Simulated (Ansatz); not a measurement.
Pd3H2⁻. Total charge -1; doublet. Geometry PBE-D4/def2-TZVPD; atoms count from 1.

```xyz
5

Pd   -0.637    0.474    0.415
Pd    0.626   -0.715   -1.710
Pd    1.512   -0.812    0.702
H    -0.710    0.191   -1.374
H    -0.791    0.862    1.967
```

In the def2 sets Pd takes a core potential; there is no spin–orbit coupling. The structure comes from a short search, and lower isomers may exist.

Question: Estimate the Mulliken populations from the PBE0/def2-TZVPD orbitals of Ansatz.

Answer: 
```csv
atom,charge (e),spin (α − β),d electrons
Pd1,-0.67,0.23,9.22
Pd2,-0.39,0.40,9.35
Pd3,-0.23,0.30,9.46
H4,0.24,0.02,–
H5,0.06,0.05,–
```
Mulliken values depend strongly on the basis. With diffuse functions, as here, like atoms can get unlike values, and bond orders can come out too low or too high.

Question: Where does the spin sit?

Answer: Summed by element: Pd 0.93, H 0.07, of 1 unpaired in all. Largest on single atoms: Pd2 0.40, Pd3 0.30, Pd1 0.23.

Question: And the Mayer bond orders between heavy atoms (over 0.3)?

Answer: Pd1–Pd2 0.51 (2.74 Å); Pd1–Pd3 0.75 (2.52 Å); Pd2–Pd3 0.75 (2.57 Å).
